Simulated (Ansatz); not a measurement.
```xyz
29

C     0.220    1.391    2.572
C     1.060    0.861    1.418
Ge    0.000   -0.001    0.001
C    -0.987   -1.531    0.751
C    -0.088   -2.598    1.360
C     1.210   -0.627   -1.421
C     0.492   -1.309   -2.577
C    -1.283    1.292   -0.745
C    -0.625    2.520   -1.357
H    -0.503    2.138    2.233
H     0.836    1.863    3.343
H    -0.347    0.591    3.056
H     1.794    0.134    1.779
H     1.638    1.671    0.961
H    -1.687   -1.146    1.499
H    -1.603   -1.958   -0.047
H     0.604   -3.011    0.621
H     0.518   -2.194    2.177
H    -0.664   -3.434    1.768
H     1.940   -1.305   -0.968
H     1.782    0.235   -1.779
H    -0.224   -0.638   -3.058
H     1.190   -1.645   -3.350
H    -0.066   -2.188   -2.241
H    -1.971    1.583    0.055
H    -1.892    0.771   -1.491
H     0.048    2.250   -2.176
H    -1.362    3.220   -1.762
H    -0.031    3.068   -0.620
```

The species carries charge 0 and has multiplicity 1.

Question: List the PBE/def2-TZVPP orbital energies in eV (Ansatz). (Estimate.)

Answer: Ansatz gave: Occupied: -10803.35, -1336.69, -1190.11, -1190.11, -1190.11, -268.58, -268.58, -268.58, -268.58, -268.51, -268.51, -268.51, -268.51, -161.31, -112.75, -112.75, -112.75, -28.59, -28.59, -28.59, -28.54, -28.54, -18.89, -18.39, -18.39, -18.26, -15.39, -14.95, -14.60, -14.60, -11.67, -10.86, -10.86, -10.84, -10.18, -9.96, -9.96, -9.84, -9.31, -9.14, -8.71, -8.67, -8.67, -8.24, -8.24, -8.21, -7.92, -6.24, -6.22, -6.22. Lowest empty: 0.00, 0.66, 0.66, 0.70, 1.52, 1.53, 1.53, 1.62.
